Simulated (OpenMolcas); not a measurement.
W³⁺.

| Property | Result |
| --- | --- |
| Program | OpenMolcas |
| Basis | ANO-R3 [9s7p6d4f3g2h] |
| Scalar Hamiltonian | X2C, finite nucleus |
| Active space | 3 electrons in 5 orbitals (5d) |
| State averaging | 2S+1 = 4 even, 10 roots; 2S+1 = 2 even, 40 roots (35 in the spin-orbit step) |
| Spin-orbit coupling | RASSI with atomic mean-field integrals over the reference wave functions, term energies averaged over their components |

Two sets of levels on these reference wave functions, in cm⁻¹ above 5d³ ⁴F_3/2: one from CASSCF and one from SS-CASPT2, IPEA 0.25 Eh, imaginary shift 0.1 Eh (closed shells correlated: 5s 5p).

```csv
Level,Set 1,Set 2
5d³ ⁴F_3/2,0.0,0.0
5d³ ⁴F_5/2,3520,3270
5d³ ⁴F_7/2,6790,6630
5d³ ⁴F_9/2 [70 %],9260,9560
5d³ ⁴P_1/2 [70 %],12720,14700
5d³ ²G_7/2,15400,17790
5d³ ²H_9/2 [55 %],16110,18380
5d³ ⁴P_5/2,18130,19740
5d³ ²P_1/2 [70 %],20390,23460
5d³ ²H_11/2,21980,24970
5d³ ²G_9/2 [52 %],24330,26900
5d³ ²D_5/2,24140,27710
5d³ ²P_3/2 [57 %],27600,31020
5d³ ²F_7/2,29680,34790
```

**Question.** Which set is which?

**Answer.** Set 1 is SS-CASPT2. Its levels of the other terms of 5d³ lie at 0.85 to 0.92 of the other set's values, as expected, since terms of lower spin or lower L gain more correlation energy than the Hund ground term. Against 10 measured levels (the list in J. Phys. B 45, 035001 (2012)) the mean absolute deviation is 820 cm-1 with it and 2700 cm-1 without; single levels miss by up to 2400 cm-1 with it.

Term energies are means over components that CASPT2 splits; among the terms shown or strongly mixed into the levels shown the widest spread is 1300 cm-1 (5d³ ²H, SS-CASPT2). Some high roots are left out of the spin-orbit mixing, which shifts the levels that they would mix with. Without dynamic correlation excited terms often stand tens of per cent too high (terms of higher spin than the ground term too low), and those without a measured partner can miss by more than the paired ones (holds for CASSCF). Some levels mix across a computed gap that differs much from the measured one, so their mixing is not that of the real levels (holds for CASSCF). The CASPT2 spread within a term exceeds the gap to the next term for 5d³ ²P and 5d³ ²H, 5d³ ²H and 5d³ ²D, so the order of their levels is uncertain (holds for SS-CASPT2). Measured partners are found by configuration, term and J. A level has none where our copy of the source lacks it or the pairing is in doubt (some pairs that miss far off the trend of their configuration count as doubtful), and it then counts in no deviation. Levels of configurations outside the active space are missing. The table leaves out levels that lie high or whose names do not pair safely across all columns.

A share in square brackets marks a mixed level and gives the weight of the term that names it, the lowest over the columns.
